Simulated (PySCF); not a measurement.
**Relaxation of singlet MoO₂²⁺**

Level of theory: PBE0/[Mo def2-TZVP with ECP28, O def2-TZVP], scalar-relativistic core potentials, density fitting, no spin–orbit coupling, PySCF. A (50,194) grid was used.

A start displaced from a saddle point along its imaginary mode, of C2v symmetry, held to at least that symmetry:

```xyz
3
charge 2 multiplicity 1, angstrom
Mo   -0.0363   -0.0148    0.0000
O     0.1111    0.0454    1.6837
O     0.1111    0.0454   -1.6837
```

(1) What forces act on the atoms at the start (eV/Å)?

(2) What does it relax to?

(3) How much energy is released, and in how many steps?

Answers

(1) 
| atom | Fx | Fy | Fz |
| --- | --- | --- | --- |
| Mo1 | -3.20 | -1.29 | 0.24 |
| O2 | 1.59 | 0.64 | -0.39 |
| O3 | 1.61 | 0.65 | 0.14 |

(2) It ends at C2v with Mo–O 1.605 Å (×2); O–Mo–O 101.3°. A frequency run shows a minimum. Other isomers or separated fragments may lie lower.

(3) 552.2 kJ/mol in 8 steps.

The relaxation took roughly 50 core-seconds on a shared host.
